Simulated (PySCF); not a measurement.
# Bond lengths and vibrations by method: BGeH3N

Calculated results; nothing here was measured. The program is PySCF 2.14.0, an open-source quantum chemistry code, run on an isolated molecule that a program drew, which may never have been made. The molecule is BGeH3N (charge 0, doublet), drawn as the SMILES string `B=[N][GeH2]`.

The geometry was optimised and harmonic frequencies were computed with HF and MP2, all in the cc-pVDZ basis, for the commonest isotopes, with a restricted reference for singlets and an unrestricted one otherwise, and a frozen core in MP2. Germanium has the cc-pVDZ-PP basis, with a core potential (ECP10MDF) in place of its 10 inner electrons, and its 3s, 3p and 3d shells are frozen in MP2. Each result is a local minimum of its method.

Geometry at the HF minimum:
```xyz
6
BGeH3N, angstrom
B    -1.6438   -3.6990    0.0973
N    -1.1046   -2.7866    0.7434
Ge   -0.1662   -1.5781    1.7193
H    -2.1628   -4.5538   -0.5153
H    -0.9930   -1.1806    2.9514
H     0.1433   -0.3576    0.8395
```

Lengths of the bonds as drawn, in Å (atoms numbered as above):
```
bond,HF,MP2
B1-N2,1.241,1.270
N2-Ge3,1.815,1.841
B1-H4,1.173,1.181
Ge3-H5,1.536,1.541
Ge3-H6,1.536,1.541
```

Rotational constants, in GHz:
```
constant,HF,MP2
A,119.7,117.5
B,3.883,3.76
C,3.816,3.698
```

Harmonic frequencies in cm^-1, each column in rising order, so a row needn't be the same motion in every method:
| rank | HF | MP2 |
|---|---|---|
| 1 | 163 | 148 |
| 2 | 176 | 161 |
| 3 | 581 | 544 |
| 4 | 704 | 660 |
| 5 | 764 | 701 |
| 6 | 814 | 709 |
| 7 | 824 | 717 |
| 8 | 922 | ? |
| 9 | 1969 | 1822 |
| 10 | 2177 | 2138 |
| 11 | 2191 | 2165 |
| 12 | 2982 | 2902 |

**Estimate the missing MP2 frequency from the HF column.**

A single factor s that minimises the squared misfit of MP2 against s times HF over the other rows is sum(HF x MP2) / sum(HF^2) = 0.9622, with an rms misfit of 47 cm^-1. For rank 8 it gives 0.9622 x 922 = 887 cm^-1. The calculation gives 872 cm^-1, 15 cm^-1 below the estimate. The drawn bonds are on average 1.0 % longer in MP2 than in HF.
